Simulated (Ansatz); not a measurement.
# Ligand exchange: C3H8BF + C3H5F → C3H9B + C3H4F2

Species: C3H8BF `CCB(C)F`, singlet; C3H5F (allyl fluoride) `C=CCF`, singlet; C3H9B `CBCC`, singlet; C3H4F2 `C=C(F)CF`, singlet. The partners trade F for H: B–F and C–H bonds give way to B–H and C–F.

Shapes, held fixed at every level: PBE0-D4/def2-TZVP. Flexible molecules stand in one conformer, not always the lowest. Programs: Ansatz 0.2.0. Electronic energies: no zero-point or thermal term.

```csv
level,kind,ΔE (kJ/mol),less CCSD(T)/CBS estimate,CPU time (sum over the molecules)
PBE-D4/def2-TZVPP,GGA,+210.6,-16.1,22 s
r2SCAN-D4/def2-TZVPP,meta-GGA,+216.4,-10.3,38 s
wB97X-V/def2-TZVPP,range-separated hybrid,+215.4,-11.3,63 s
MP2/def2-TZVPP,perturbation theory,+231.3,+4.6,–
CCSD(T)/def2-TZVPP,coupled cluster or CI,+225.8,-0.9,24 min
CCSD/def2-TZVPP,coupled cluster or CI,+226.5,-0.2,–
CCSD(T)/CBS estimate,coupled cluster or CI,+226.7,0.0,27 min
```

The highest level, CCSD(T)/CBS estimate, gives ΔE = +226.7 kJ/mol; the levels span +210.6 to +231.3. The column of differences is taken from that level and isn't an error. No measured value is set beside it here. The CBS estimate extrapolates MP2 from def2-TZVPP and def2-QZVPP and adds CCSD(T) − MP2 in the triple-zeta set, cores frozen. Times are processor times on shared x86 and Arm servers, and rough.
